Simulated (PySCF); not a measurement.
Tin: a sound run and one with changed settings

Sound run: Sn⁺ [Kr] 4d10 5s2 5p1, Sn²⁺ [Kr] 4d10 5s2. Calculation: PySCF 2.14, in def2-TZVP with the def2 core potential (28 electrons) (6s5p3d2f, 50 functions); scalar relativity through the core potential. The sound run starts from symmetry-adapted Hartree-Fock orbitals and uses a fine grid where one is needed.

A second run was set up differently.

| species | method | sound run (hartree) | changed run (hartree) | converged |
| --- | --- | --- | --- | --- |
| Sn⁺ | UHF | -213.08803 | -213.08803 | yes |
| Sn⁺ | B3LYP | -214.06049 | -214.06049 | yes |
| Sn⁺ | M06-2X | -213.93114 | -213.92949 | yes |
| Sn²⁺ | UHF | -212.58271 | -212.58271 | yes |
| Sn²⁺ | B3LYP | -213.53425 | -213.53425 | yes |
| Sn²⁺ | M06-2X | -213.41162 | -213.41162 | yes |

Ionisation energy of Sn⁺:

```
method  sound run (eV)  changed run (eV)
   UHF          13.750            13.750
 B3LYP          14.320            14.320
M06-2X          14.137            14.092
```

**Question.** What was changed?
A. angular grid far too coarse
B. level shift left on
C. a valence shell is frozen
D. too few SCF iterations

**Answer.** A. It used 26 angular points. A coarse angular grid integrates products of high-l functions wrongly, so density functionals can shift, and the SCF can exploit the error; Hartree-Fock and MP2 need no grid.
